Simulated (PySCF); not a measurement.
Simulation results for Al₂BH₄N, H₅NOSi₂, CH₅AlNSi, C₂H₆BO and others

All values are calculated (PySCF 2.14.0). Calculation on a computer-drawn molecule: the log of a Hartree-Fock and frozen-core CCSD(T) single point meant for a local Hartree-Fock minimum, with one planted fault or none, to be diagnosed. Offsets are logged minus clean, where the clean run is the same molecule without the fault. The reference is restricted for singlets and unrestricted otherwise, and also for a bond in bohr or an excited solution. Adding or removing an electron swaps singlet and doublet. The excited solution moves the top pair (singlet) or top alpha electron (doublet) to the lowest empty orbital. Highest occupied and lowest empty are orbital energies over both spins, largest force is the largest gradient component, triples share is (T) over the correlation energy, the T1 limit is 0.02 restricted and 0.045 unrestricted, electrons count all cores, a negative frequency is imaginary (commonest isotopes), and the dipole is about the centre of nuclear charge.

Common to all runs: meant charge 0; logged SCF converged yes; possible faults no fault, one electron removed, one electron added, multiplicity raised by two, geometry at a saddle point, SCF held on an excited solution, minimal basis STO-3G, one bond length entered in bohr, all coordinates scaled.

(1) 
```xyz
8
formula=Al2BH4N meant_multiplicity=1 meant_basis=cc-pV(D+d)Z logged_electrons=42 logged_basis_functions=94 logged_spin_squared=0 logged_highest_occupied=-8.3495 logged_lowest_empty=1.4144 logged_largest_force=1.386e-05 logged_lowest_frequency=142.8 logged_T1_diagnostic=0.014466 logged_D1_diagnostic=0.041146 logged_triples_share=0.03047 logged_CC_converged=yes logged_dipole_magnitude=0.64306 logged_SCF_stable_within_its_kind=yes logged_energy_HF=-565.37265 logged_energy_CCSD(T)=-565.7956 planted_fault=no_fault HF_energy_offset_from_clean_run=0 CCSD(T)_energy_offset_from_clean_run=0
B     -2.6009     0.6611     2.1837
N     -3.2574     0.3493     0.9647
Al    -5.0755     0.2092     1.2808
Al    -2.3321     0.1515    -0.5733
H     -3.2540     0.7887     3.2046
H     -1.4074     0.8107     2.2701
H     -0.7672     0.3130    -0.6169
H     -3.1779    -0.1912    -1.8642
```

Units: logged_highest_occupied, logged_lowest_empty in eV; logged_largest_force in hartree/bohr; logged_lowest_frequency in cm⁻¹; logged_dipole_magnitude in debye; logged_energy_HF, logged_energy_CCSD(T) in hartree; HF_energy_offset_from_clean_run, CCSD(T)_energy_offset_from_clean_run in kcal/mol.

Drawn bonds:
```tsv
atom	other atom	order
1	2	1
2	3	1
2	4	1
1	5	1
1	6	1
4	7	1
4	8	1
```

(2) 
```xyz
9
formula=H5NOSi2 meant_multiplicity=1 meant_basis=cc-pV(D+d)Z logged_electrons=48 logged_basis_functions=99 logged_spin_squared=0 logged_highest_occupied=-9.6369 logged_lowest_empty=2.023 logged_largest_force=0.042789 logged_T1_diagnostic=0.01696 logged_D1_diagnostic=0.061516 logged_triples_share=0.028984 logged_CC_converged=yes logged_dipole_magnitude=2.1118 logged_SCF_stable_within_its_kind=yes logged_energy_HF=-710.13792 logged_energy_CCSD(T)=-710.75212 planted_fault=all_coordinates_scaled,by_+6.2_% HF_energy_offset_from_clean_run=19.21 CCSD(T)_energy_offset_from_clean_run=11.02
O      0.5795    -1.3189    -0.8414
Si    -0.6302    -0.5246    -1.8275
N     -2.2130    -1.3305    -1.3195
Si    -2.7367    -2.6458    -0.1289
H      0.3845    -2.0418    -0.1711
H     -3.0336    -0.9144    -1.8691
H     -3.4264    -3.8504    -0.8666
H     -1.4573    -3.1766     0.6144
H     -3.7447    -2.0879     0.9406
```

Units: logged_highest_occupied, logged_lowest_empty in eV; logged_largest_force in hartree/bohr; logged_dipole_magnitude in debye; logged_energy_HF, logged_energy_CCSD(T) in hartree; HF_energy_offset_from_clean_run, CCSD(T)_energy_offset_from_clean_run in kcal/mol.

Drawn bonds:
```tsv
atom	other atom	order
1	2	1
2	3	1
3	4	1
1	5	1
3	6	1
4	7	1
4	8	1
4	9	1
```

(3) 
```xyz
9
formula=CH5AlNSi meant_multiplicity=2 meant_basis=cc-pV(D+d)Z logged_electrons=46 logged_basis_functions=99 logged_spin_squared=0 logged_highest_occupied=-0.78588 logged_lowest_empty=6.2013 logged_largest_force=0.051724 logged_T1_diagnostic=0.021823 logged_D1_diagnostic=0.066847 logged_triples_share=0.035637 logged_CC_converged=yes logged_dipole_magnitude=5.2113 logged_SCF_stable_within_its_kind=yes logged_energy_HF=-625.99699 logged_energy_CCSD(T)=-626.54818 planted_fault=one_electron_added HF_energy_offset_from_clean_run=5.556 CCSD(T)_energy_offset_from_clean_run=-14.19
N      2.2906     3.5293    -2.5384
Al     1.2704     2.4427    -1.9752
C      0.0414     1.1005    -1.2895
Si     0.7766    -0.6173    -1.0020
H      2.9202     4.2087    -2.8876
H     -0.7919     1.0224    -1.9966
H     -0.3708     1.4788    -0.3474
H      1.8748    -0.5536    -0.0058
H      1.2931    -1.1819    -2.2736
```

Units: logged_highest_occupied, logged_lowest_empty in eV; logged_largest_force in hartree/bohr; logged_dipole_magnitude in debye; logged_energy_HF, logged_energy_CCSD(T) in hartree; HF_energy_offset_from_clean_run, CCSD(T)_energy_offset_from_clean_run in kcal/mol.

Drawn bonds:
```tsv
atom	other atom	order
1	2	2
2	3	1
3	4	1
1	5	1
3	6	1
3	7	1
4	8	1
4	9	1
```

Notes: T1 above single-reference limit.

(4) 
```xyz
10
formula=C2H6BO meant_multiplicity=2 meant_basis=cc-pVDZ logged_electrons=31 logged_basis_functions=86 logged_spin_squared=0.7585 logged_highest_occupied=-10.225 logged_lowest_empty=1.0582 logged_largest_force=0.016032 logged_T1_diagnostic=0.013194 logged_D1_diagnostic=0.055584 logged_triples_share=0.025438 logged_CC_converged=yes logged_dipole_magnitude=1.7775 logged_SCF_stable_within_its_kind=yes logged_energy_HF=-178.72484 logged_energy_CCSD(T)=-179.31667 planted_fault=all_coordinates_scaled,by_+1.9_% HF_energy_offset_from_clean_run=2.021 CCSD(T)_energy_offset_from_clean_run=-0.4101
B     -1.0631     0.9897    -0.5283
C     -1.0439     0.2671     0.8585
C     -1.4258     0.8531     2.2184
O     -1.7313     2.2404     2.2201
H     -1.4720     2.1358    -0.6494
H     -0.6782     0.3917    -1.5237
H     -0.7334    -0.7963     0.9183
H     -0.5727     0.7214     2.9219
H     -2.2697     0.2507     2.6439
H     -2.4740     2.4084     1.6299
```

Units: logged_highest_occupied, logged_lowest_empty in eV; logged_largest_force in hartree/bohr; logged_dipole_magnitude in debye; logged_energy_HF, logged_energy_CCSD(T) in hartree; HF_energy_offset_from_clean_run, CCSD(T)_energy_offset_from_clean_run in kcal/mol.

Drawn bonds:
```tsv
atom	other atom	order
1	2	1
2	3	1
3	4	1
1	5	1
1	6	1
2	7	1
3	8	1
3	9	1
4	10	1
```

(5) 
```xyz
8
formula=BClH4OSi meant_multiplicity=1 meant_basis=cc-pV(D+d)Z logged_electrons=48 logged_basis_functions=94 logged_spin_squared=0 logged_highest_occupied=-5.0727 logged_lowest_empty=-3.9612 logged_largest_force=0.048653 logged_CC_converged=no logged_dipole_magnitude=2.1537 logged_SCF_stable_within_its_kind=no logged_energy_HF=-849.96159 planted_fault=SCF_held_on_an_excited_solution HF_energy_offset_from_clean_run=279.5
O     -0.9010    -0.0604    -3.1311
B     -1.1581    -0.7266    -1.9907
Si    -2.3055     0.0260    -0.4658
Cl    -3.9585    -1.2277    -0.2266
H     -1.2906     0.7982    -3.2011
H     -0.6764    -1.8226    -1.9001
H     -2.8316     1.3831    -0.7437
H     -1.5889     0.0515     0.8259
```

Units: logged_highest_occupied, logged_lowest_empty in eV; logged_largest_force in hartree/bohr; logged_dipole_magnitude in debye; logged_energy_HF in hartree; HF_energy_offset_from_clean_run in kcal/mol.

Drawn bonds:
```tsv
atom	other atom	order
1	2	1
2	3	1
3	4	1
1	5	1
2	6	1
3	7	1
3	8	1
```

Notes: CCSD not converged.

(6) 
```xyz
7
formula=Al2BH4 meant_multiplicity=2 meant_basis=cc-pV(D+d)Z logged_electrons=36 logged_basis_functions=80 logged_spin_squared=0 logged_highest_occupied=-0.74586 logged_lowest_empty=4.593 logged_largest_force=0.023001 logged_T1_diagnostic=0.023161 logged_D1_diagnostic=0.061314 logged_triples_share=0.037396 logged_CC_converged=yes logged_dipole_magnitude=4.1279 logged_SCF_stable_within_its_kind=yes logged_energy_HF=-510.73752 logged_energy_CCSD(T)=-511.0261 planted_fault=one_electron_added HF_energy_offset_from_clean_run=6.276 CCSD(T)_energy_offset_from_clean_run=-21.78
B     -3.0854    -0.9432     0.5549
Al    -1.7309    -0.7003    -0.9725
Al     0.3019     0.9445    -0.7554
H     -3.8531    -1.0619     1.4579
H     -2.0097    -1.5735    -2.2713
H      1.7068     0.4753    -0.1797
H      0.2037     2.4676    -1.1976
```

Units: logged_highest_occupied, logged_lowest_empty in eV; logged_largest_force in hartree/bohr; logged_dipole_magnitude in debye; logged_energy_HF, logged_energy_CCSD(T) in hartree; HF_energy_offset_from_clean_run, CCSD(T)_energy_offset_from_clean_run in kcal/mol.

Drawn bonds:
```tsv
atom	other atom	order
1	2	1
2	3	1
1	4	1
2	5	1
3	6	1
3	7	1
```

Notes: T1 above single-reference limit.
